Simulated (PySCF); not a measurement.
Si(F)(Me)(SH)2 (CH₅FS₂Si), SMILES F[Si](S)(C)S.

The structure is a stationary point at PBE0-D3(BJ)/def2-SVP. The structure was generated by enumeration, and PubChem lists no compound with its InChIKey, so it may never have been made. Other conformers were not sampled.

Calculation: PBE0-D3(BJ)/def2-SVP (PySCF).

Frequencies are harmonic and unscaled.

| mode | ν (cm⁻¹) | IR (km/mol) | Raman (Å⁴/amu) | depolarisation | moving atoms (share of kinetic energy) |
|---|---|---|---|---|---|
| 1 | 128 | 2.3 | 5.6 | 0.73 | S 41 %, H 33 %, F 12 %, C 10 % |
| 2 | 141 | 0.2 | 0.2 | 0.65 | H 96 % |
| 3 | 165 | 1.5 | 1.6 | 0.69 | C 29 %, H 26 %, S 24 %, F 20 % |
| 4 | 174 | 26.6 | 1.0 | 0.70 | H 77 %, S 16 % |
| 5 | 211 | 0.9 | 1.6 | 0.40 | H 24 %, Si 23 %, S 19 %, C 18 %, F 16 % |
| 6 | 244 | 18.4 | 4.9 | 0.72 | S 29 %, F 28 %, H 26 %, Si 10 % |
| 7 | 254 | 19.8 | 4.1 | 0.61 | F 38 %, S 27 %, H 16 %, Si 11 % |
| 8 | 281 | 14.2 | 4.9 | 0.73 | H 64 %, F 17 %, S 12 % |
| 9 | 455 | 23.1 | 14.6 | 0.05 | S 57 %, Si 18 %, C 12 % |
| 10 | 559 | 94.5 | 4.5 | 0.75 | Si 53 %, S 29 %, H 16 % |
| 11 | 684 | 12.3 | 9.1 | 0.49 | H 74 %, C 18 % |
| 12 | 731 | 28.1 | 6.6 | 0.74 | H 86 % |
| 13 | 757 | 51.2 | 3.2 | 0.21 | H 43 %, Si 22 %, C 21 %, F 11 % |
| 14 | 790 | 55.0 | 1.5 | 0.56 | H 56 %, C 22 %, Si 15 % |
| 15 | 822 | 114.4 | 2.5 | 0.59 | H 65 %, C 16 %, Si 13 % |
| 16 | 921 | 128.2 | 0.6 | 0.18 | Si 46 %, F 40 %, H 11 % |
| 17 | 1270 | 36.4 | 0.6 | 0.33 | H 77 %, C 23 % |
| 18 | 1420 | 5.0 | 10.5 | 0.75 | H 96 % |
| 19 | 1422 | 6.5 | 10.6 | 0.74 | H 96 % |
| 20 | 2717 | 1.3 | 83.6 | 0.55 | H 97 % |
| 21 | 2718 | 1.6 | 125.0 | 0.18 | H 97 % |
| 22 | 3064 | 0.1 | 135.4 | 0.01 | H 97 % |
| 23 | 3173 | 0.1 | 88.1 | 0.74 | H 91 %, C 9 % |
| 24 | 3179 | 0.1 | 74.1 | 0.73 | H 91 %, C 9 % |
